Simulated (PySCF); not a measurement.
# Worked example: dipole moment from atomic charges

Si(H)(Me) (CH4Si), SMILES [SiH]C (connectivity only; charge and spin as stated), neutral, multiplicity 1. Atoms are numbered in the order given.

```xyz
6

Si     0.1146    -0.7516     0.0000
H     -1.3989    -0.9633     0.0000
C     -0.0036     1.1461     0.0000
H      0.9662     1.6434     0.0000
H     -0.5749     1.4826     0.8738
H     -0.5749     1.4826    -0.8738
```

The structure is a stationary point at B3LYP-D3(BJ)/def2-TZVP.

Charges (e) from PBE0/def2-TZVPD run with PySCF:

| atom | IAO | ESP fit |
|---|---|---|
| Si1 | 0.386 | -0.076 |
| H2 | -0.140 | -0.035 |
| C3 | -0.733 | 0.080 |
| H4 | 0.155 | -0.017 |
| H5 | 0.166 | 0.024 |
| H6 | 0.166 | 0.024 |

The dipole moment of the full density is 1.15 D.

Q: What dipole moment does each set of point charges give, and which comes closer to that of the density?

A: 
μ = Σ q r, and 1 e Å = 4.8032 D.
IAO: Σ q r = (0.202, -0.248, 0.000) e Å, |μ| = 1.54 D.
ESP fit: Σ q r = (-0.004, 0.226, 0.000) e Å, |μ| = 1.08 D.
ESP fit comes closer in size. Point charges leave out the atoms' own dipoles (lone pairs, polarised bonds); fits to the potential absorb them, partitions of the density don't.
